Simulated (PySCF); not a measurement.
Al(Cl)(Br)(OH), HAlBrClO, SMILES [OH][Al]([Cl])[Br], PBE0/def2-SVP optimised geometry.

```
5

Al    -0.53     0.02     0.00
Cl    -1.49     1.87     0.00
Br    -1.73    -1.87     0.00
O      1.16     0.02     0.00
H      1.73    -0.75     0.00
```

Density from PySCF 2.14.0 with PBE0/def2-TZVP at that geometry.

Minimum of the electron density along straight lines between bonded atoms, close to the bond critical point (lines longer than 1.1 times the sum of covalent radii, or with two minima, are not listed):

```json
[
 {"bond": "Al1–Cl2", "length / Å": "2.081", "ρ at the minimum / e bohr⁻³": "0.078", "∇²ρ there / e bohr⁻⁵": "(withheld)", "position (fraction from the first atom)": "0.38"},
 {"bond": "Al1–Br3", "length / Å": "2.239", "ρ at the minimum / e bohr⁻³": "(withheld)", "∇²ρ there / e bohr⁻⁵": "(withheld)", "position (fraction from the first atom)": "0.37"},
 {"bond": "Al1–O4", "length / Å": "1.686", "ρ at the minimum / e bohr⁻³": "0.114", "∇²ρ there / e bohr⁻⁵": "0.82", "position (fraction from the first atom)": "0.43"},
 {"bond": "O4–H5", "length / Å": "0.958", "ρ at the minimum / e bohr⁻³": "0.356", "∇²ρ there / e bohr⁻⁵": "-2.45", "position (fraction from the first atom)": "0.81"}
]
```

Q: Some entries are withheld; supply them.

A: 
- Al1–Cl2, ∇²ρ there / e bohr⁻⁵: 0.31
- Al1–Br3, ρ at the minimum / e bohr⁻³: 0.069
- Al1–Br3, ∇²ρ there / e bohr⁻⁵: 0.21
